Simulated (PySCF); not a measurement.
Geometry:
| atom | x (Å) | y (Å) | z (Å) |
| --- | --- | --- | --- |
| F1 | -2.374 | 1.710 | 0.934 |
| C2 | -2.147 | 0.711 | 0.010 |
| C3 | -0.708 | 0.349 | -0.055 |
| C4 | -0.258 | -0.845 | 0.353 |
| O5 | 1.011 | -1.278 | 0.336 |
| Si6 | 2.362 | -0.423 | -0.202 |
| H7 | -2.506 | 1.079 | -0.967 |
| H8 | -2.754 | -0.168 | 0.287 |
| H9 | -0.015 | 1.108 | -0.438 |
| H10 | -0.946 | -1.603 | 0.748 |
| H11 | 2.201 | -0.075 | -1.644 |
| H12 | 3.506 | -1.348 | -0.002 |
| H13 | 2.535 | 0.824 | 0.599 |

Geometry: PBE0-D3(BJ)/def2-SVP; GIAO shifts from PySCF 2.14.0 with density-fitted response routines, gas phase, non-relativistic, averaged over equivalent atoms.

At PBE0/pcSseg-1 (144 basis functions, 12 s wall time on 1 thread of an Arm Neoverse V1, shared host):
| atoms | δ (ppm) |
| --- | --- |
| F1 | -221.7 |
| C4 | 158.9 |
| C3 | 108.4 |
| C2 | 80.7 |
| O5 | 104.3 |
| Si6 | -33.9 |
| H10 | 6.69 |
| H9 | 5.16 |
| H11/H12/H13 | 4.91 |
| H7/H8 | 4.71 |

Shifts are taken against calculated references (same method and geometry level): ¹⁹F (σ = 177.25 ppm) against CFCl3; ¹³C (σ = 184.41 ppm) and ²⁹Si (σ = 351.99 ppm) and ¹H (σ = 31.27 ppm) vs TMS; H2O for ¹⁷O (σ = 334.56 ppm).

Task: Predict the values at wB97X-D/pcSseg-2 on the same geometry.

Result: 
```
      atoms  δ at wB97X-D/pcSseg-2  change
         F1                 -213.2    +8.5
         C4                  164.2    +5.3
         C3                  112.5    +4.1
         C2                   83.2    +2.5
         O5                   97.3    -7.0
        Si6                  -37.5    -3.6
        H10                   6.86   +0.17
         H9                   5.23   +0.07
H11/H12/H13                   4.94   +0.03
      H7/H8                   4.63   -0.08
```

δ = σ(ref) − σ, references computed at the same level: ¹⁹F (186.42 ppm) vs CFCl3; ¹³C (184.42 ppm), ²⁹Si (340.70 ppm), ¹H (31.36 ppm) against TMS; ¹⁷O (326.83 ppm) vs H2O.

The largest change is at F1 (fluorine on an sp3 carbon). Cost: 321 basis functions, 55 s wall time on 1 thread of an Arm Neoverse V1, shared host. The order of the carbon signals is the same at both levels.

Unscaled 19F shifts against computed CFCl3 carry errors that often reach 10 to 50 ppm. Experimental scales use liquid or dissolved standards, which lie at an offset from isolated H2O (liquid H2O: subtract about 36 ppm).
